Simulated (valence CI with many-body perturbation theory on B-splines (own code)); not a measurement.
# Which ion has this spectrum?

A relativistic CI+MBPT calculation for an atom or ion with 34 electrons gives these levels (eV):

```tsv
J	Parity	E	g
2	even	0.00	1.35
0	even	7.66	
1	even	57.55	1.50
2	even	61.56	1.14
0	even	122.29	
2	odd	131.42	1.13
1	odd	132.86	1.17
0	odd	134.45	
3	odd	135.06	1.15
2	odd	137.97	1.34
4	odd	145.94	1.28
1	odd	153.49	1.30
2	odd	154.98	1.34
3	odd	157.18	1.16
```

The energies are calculated, and their last digits are not significant.

(1) Which is it?
A. Er34+
B. Yb36+
C. Dy32+
D. Tb31+

## Answers

(1) A. Er34+, ground level (4s^2 4p1/2^2 4p3/2^2) J=2.
